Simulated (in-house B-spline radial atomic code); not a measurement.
Whole-atom quantities along the 24-electron series, configuration [Ar] 3d6. Breit and QED terms are first order and not part of the total energy; the density at the nucleus is averaged over the nuclear charge. Computed with a B-spline radial code for spherical atoms: Dirac-Hartree-Fock, average of the configuration, finite nuclei.

```tsv
ion	Z	E/Z² (Eh)	Σ<r²> (bohr²)	n(0)/Z³ (bohr⁻³)	Lamb diamagnetic shielding (ppm)	repulsion over attraction	Breit energy (eV)	self-energy (eV)	vacuum polarisation (eV)	Dirac less non-relativistic energy (Eh)
Mo18+	42	-2.2041	2.6901	1.1897	3755.84	0.10813	64.156	49.215	-5.5449	-71.545
Tc19+	43	-2.2188	2.5127	1.2203	3865.17	0.10591	69.397	53.43	-6.1177	-79.178
Ru20+	44	-2.2332	2.3524	1.25	3975.08	0.10376	74.925	57.901	-6.7362	-87.423
Rh21+	45	-2.2472	2.207	1.2828	4085.62	0.10169	80.749	62.639	-7.4035	-96.317
Pd22+	46	-2.2608	2.0746	1.3162	4196.79	0.099686	86.876	67.654	-8.1224	-105.89
Ag23+	47	?	?	?	?	?	?	?	?	?
Cd24+	48	?	?	?	?	?	?	?	?	?
In25+	49	-2.2997	1.7415	1.4262	4534.39	0.094057	107.17	84.476	-10.621	-139.11
```

(1) Fill in the row of Ag23+.

(2) Fill in the row of Cd24+.

(3) With what power of Z does the column «vacuum polarisation (eV)» change over this range?

Results:

(1) E/Z² (Eh): -2.2741; Σ<r²> (bohr²): 1.9538; n(0)/Z³ (bohr⁻³): 1.3519; Lamb diamagnetic shielding (ppm): 4308.63; repulsion over attraction: 0.097747; Breit energy (eV): 93.317; self-energy (eV): 72.958; vacuum polarisation (eV): -8.8962; Dirac less non-relativistic energy (Eh): -116.19.

(2) E/Z² (Eh): -2.287; Σ<r²> (bohr²): 1.8431; n(0)/Z³ (bohr⁻³): 1.387; Lamb diamagnetic shielding (ppm): 4421.15; repulsion over attraction: 0.095872; Breit energy (eV): 100.08; self-energy (eV): 78.561; vacuum polarisation (eV): -9.7276; Dirac less non-relativistic energy (Eh): -127.25.

(3) A fit of the logarithm of its size against log Z from Z = 42 to 49 has slope 4.22.
